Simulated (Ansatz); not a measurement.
A further run on the cluster VO₂⁺ (the lowest singlet isomer of a short search).

```yaml
crystal:
  periodic: [false, false, false]
  atoms:
    - {symbol: V, position_ang: [-0.293205, -0.794291, 0.622086]}
    - {symbol: O, position_ang: [-0.389684, 0.243870, -0.759526]}
    - {symbol: O, position_ang: [0.682889, 0.550430, 0.137440]}
basis:
  gaussian: {orbitals: cc-pVDZ, point_charges: [{charge: 1.00, position_ang: [5.605, 0.263, 0.315]}]}
total_charge: 1
hamiltonian: {xc: {name: wB97X}}
scf: {omitted_lower_state_checks: [starts]}
```

```sh
$ ansatz run in.yaml --threads 4 --pin off --events-out ev --progress --plain --max-ram 3916MiB
```

Shortened log:

```
Functional definition: wB97X
721 factors; integrals over basis functions are off by at most 5.4e-4 eV
164 factors; integrals over basis functions are off by at most 7.2e-5 eV
mean field evaluation 1: about -29675.0015 eV, gradient 1.8e2 eV
mean field evaluation 2: about -28752.9268 eV, gradient 5.4e2 eV
mean field evaluation 4: about -29496.5595 eV, gradient 4.2e2 eV
mean field evaluation 8: about -29764.5706 eV, gradient 1.2e1 eV
mean field evaluation 16: about -29766.7589 eV, gradient 1.5e-4 eV
mean field -29766.75894281 eV, -1093.9082145145 hartree, gradient 1.8e-5 eV, S^2 0.000000; 0 other end points of the search recorded, 0 dependent functions left out
reference -29766.75887946 eV, -1093.9082121864 hartree; 19, 19 occupied and 52, 52 virtual orbitals, 721 factors
Total energy: -29766.75887946 eV, -1093.9082121864 hartree
Checks for a lower state left out: starts
```

Hardware: 4 threads of Arm Neoverse V1 on a shared host. Wall time 3 s.

The restricted singlet is unstable towards broken spin symmetry at other levels; at RKS ωB97X/cc-pVDZ this wasn't settled.
